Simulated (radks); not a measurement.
Q: Os XI, 66 electrons, occupied as [Kr] 4d10 4f14 5s2 5p4. Method: scalar-relativistic Kohn-Sham, PBE, spin-unpolarised, spherical densities, point nucleus; computed with a radial shooting solver on a logarithmic mesh with Libxc functionals. Some entries of the table are withheld. Estimate them.

| orbital | occ. | eigenvalue (hartree) | <r^2> (bohr^2) | <1/r> (bohr^-1) |
|---|---|---|---|---|
| 1s | 2 | -2721.339 | (1) | 90.51 |
| 2s | 2 | -479.0722 | 0.006639 | 21.19 |
| 2p | 6 | -417.9098 | 0.005531 | 19.05 |
| 3s | 2 | -116.1692 | 0.04296 | 7.851 |
| 3p | 6 | -98.21245 | 0.04386 | 7.213 |
| 3d | 10 | (2) | 0.03634 | 6.806 |
| 4s | 2 | -29.30519 | 0.2102 | 3.348 |
| 4p | 6 | -23.41328 | 0.2394 | 3.035 |
| 4d | 10 | -16.10023 | (3) | 2.712 |
| 5s | 2 | -9.12101 | 1.021 | (4) |
| 4f | 14 | -7.94501 | 0.3550 | 2.276 |
| 5p | 4 | (5) | 1.266 | 1.244 |

A: 
(1) 1s <r^2> (bohr^2): 0.0004332
(2) 3d eigenvalue (hartree): -78.17961
(3) 4d <r^2> (bohr^2): 0.2749
(4) 5s <1/r> (bohr^-1): 1.409
(5) 5p eigenvalue (hartree): -7.45523
